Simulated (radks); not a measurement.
Initial-state core-level shifts of the chlorine ion Cl2+ when its valence configuration changes from [Ne] 3s2 3p3. All-electron calculation, scalar-relativistic Kohn-Sham, PBEsol, spin-polarised, spherical densities, point nucleus; open shells are filled with parallel spins first. Program: a radial shooting solver on a logarithmic mesh with Libxc functionals. Shifts are changes of the shell-averaged eigenvalues in eV (positive: less bound).

valence          1s      2s      2p
3s1 3p4      -1.203  -1.233  -1.207
3s0.5 3p4.5  -2.017  -2.026  -1.992
3s1.5 3p3.5  -0.601  -0.616  -0.603
3p5          -2.718  -2.724  -2.679
